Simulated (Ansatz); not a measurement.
A structure relaxed at r2SCAN-D4/def2-SVP in Ansatz, charge 1, singlet:

```tsv
atom	x (Å)	y (Å)	z (Å)
Ge1	0.932	-0.156	1.931
Ge2	0.941	-2.041	0.434
Ge3	-0.608	1.420	0.885
Ge4	-1.652	1.339	-1.673
Ge5	0.413	-0.105	-1.154
H6	2.316	-2.637	0.133
H7	-0.834	1.138	-3.016
H8	2.280	0.400	1.347
H9	-2.069	1.175	1.271
H10	-1.342	-0.385	-1.372
H11	-0.168	2.881	0.983
H12	-0.211	-3.030	0.231
```

Task: Give its formula.

Result: the cluster Ge₅H₇⁺.

Task: Summarise the bond lengths by kind (pairs closer than 1.2 times the sum of covalent radii, bridged metal pairs left out).

Result: 6 × Ge–Ge 2.41 to 2.76 Å; 8 × Ge–H 1.53 to 1.79 Å.

The restricted singlet is unstable towards broken spin symmetry in Hartree–Fock (as tested in another run); at r2SCAN-D4/def2-SVP this wasn't settled. Another isomer (singlet) lies 0.73 eV lower at PBE0-D4/def2-TZVP; other spin states weren't run for this one.
